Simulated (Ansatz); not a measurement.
Reaction (homolysis of the C–C bond): `CC(F)I` → `F[CH]I`• + `[CH3]`•

Calculated with Ansatz (gas phase, PBE0-D4/def2-TZVP geometries, no zero-point term in ΔE). CCSD(T)/CBS adds triple-zeta CCSD(T) − MP2 to the extrapolated MP2 energy (def2 sets, frozen cores). This one scheme is used for every species. DFT in def2-TZVPP. HSE06 is defined as in plane-wave codes. Open shells (•) are unrestricted, without spin–orbit coupling. def2 core potentials past Kr. For I outer-core shells are correlated without core-valence functions, which leaves a few kJ/mol of doubt a bond.

CCSD(T)/CBS gives +415.6 kJ/mol.

Problem. Another level gave +399.4 kJ/mol. Which?
A. HSE06-D4/def2-TZVPP
B. revPBE/def2-TZVPP
C. LDA (SPW92)/def2-TZVPP
D. revPBE-D4/def2-TZVPP

Solution. A. HSE06-D4 399.4, LDA (SPW92) 469.0, revPBE 367.8, revPBE-D4 388.5 kJ/mol.

Problem. What do rigid-rotor, harmonic-oscillator terms from PBE0-D4/def2-TZVP frequencies (298.15 K, 1 bar) make of the CCSD(T)/CBS value? (Best estimate.)

Solution. The calculation gave: ΔZPE = -30.7 kJ/mol, ΔH = +392.0 kJ/mol, ΔS = 170 J/(mol·K), ΔG = +341.2 kJ/mol. Open shells count their whole term as degenerate.

Largest T1 diagnostic among the species: 0.015.

At CCSD(T), def2-SVP lies −10.0 kJ/mol from the extrapolated value and def2-TZVPP −11.1 kJ/mol. The D4 term adds +11.3 kJ/mol with B3LYP and +5.9 kJ/mol with PBE0; it sums over pairs of atoms, weighted by their polarisabilities, and B3LYP, whose exchange is more repulsive, gets the larger term. From BLYP to BHLYP (50 % exact exchange), in def2-TZVPP and without D4, ΔE moves by +8.6 kJ/mol.

B3LYP here is the variant with VWN-RPA as its local correlation; programs differ in this.
